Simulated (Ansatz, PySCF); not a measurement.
Reaction (SMILES): C[Si-](F)N[SiH3] → [CH2-][Si@H](F)N[SiH3]
Structures are relaxed separately at B3LYP-D3(BJ)/def2-TZVP in Ansatz (a quantum-chemistry and plane-wave program), one conformer each, not searched for the lowest. Frequencies are from Ansatz or PySCF.

Property: isomerisation energy (enthalpy at 298 K, with B3LYP-D3(BJ) rigid-rotor harmonic-oscillator terms), in kcal/mol. Cores are frozen in the correlated levels unless marked. Spin-orbit coupling is left out. Non-relativistic. Anions need diffuse functions: aug- sets have them; def2-D sets add few; the other sets have none. CBS(X,Y): correlation extrapolated as X^-3; Hartree-Fock from the larger set. The bracket is a focal-point correction in the basis named.

| level | program | isomerisation energy (kcal/mol) |
|---|---|---|
| HF/6-31G | Ansatz | 24.3 |
| PBE/def2-TZVPD | Ansatz | 3.3 |
| BLYP-D3(BJ)/def2-TZVPD | Ansatz + dftd3 | 3.6 |
| PBE0-D4/def2-TZVPD | Ansatz + dftd4 | 1.6 |
| BHLYP/def2-TZVPD | Ansatz | 1.1 |
| TPSSh-D3(BJ)/def2-TZVPD | PySCF + dftd3 | 0.3 |
| CAM-B3LYP-D4/def2-TZVPD | Ansatz + dftd4 | 1.2 |
| wB97M-V/def2-TZVPD | Ansatz | 1.4 |
| B2PLYP-D3(BJ)/def2-TZVPD | Ansatz + dftd3 | 1.0 |
| B2PLYP/def2-TZVPD | Ansatz | 1.2 |
| MP2/6-31G* | Ansatz | 6.2 |
| CCSD/cc-pVTZ | Ansatz | 3.0 |
| CCSD(T)/6-31G* | Ansatz | 8.6 |
| CCSD(T)/cc-pV(T+d)Z | Ansatz | 1.1 |
| RI-MP2/CBS(aug-cc-pV(T+d)Z,aug-cc-pV(Q+d)Z)+[CCSD(T)-MP2]/aug-cc-pV(D+d)Z | Ansatz | 0.3 |
